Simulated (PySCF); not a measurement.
CHO₂, SMILES O=C[O] (connectivity only; charge and spin as stated), charge -1, multiplicity 1. The structure is a stationary point at PBE-D3(BJ)/def2-TZVPD. The spin state was assumed, not searched. The isomer is the one that the SMILES or the coordinates give; other isomers of the formula were not compared.

The numbers are results of PBE-D3(BJ)/def2-TZVPD in PySCF, not measurements.

Harmonic wavenumbers (cm⁻¹): 714, 986, 1291, 1308, 1608, 2469. Rotational constants (GHz): 106.5, 12.06, 10.83; symmetry number 2.

**Question.** Work out the zero-point energy and the ideal-gas rigid-rotor harmonic-oscillator thermochemistry at 298.15 K and 1 atm.

**Answer.** ZPE = ½ Σ hcν = ½ × 8375 cm⁻¹ = 11.97 kcal/mol. H − E(el) = 14.45 kcal/mol. Entropy in cal/(mol K): translation 37.34, rotation 19.30, vibration 0.45, total 57.09. G − E(el) = -2.57 kcal/mol. Cp = 9.49 cal/(mol K).
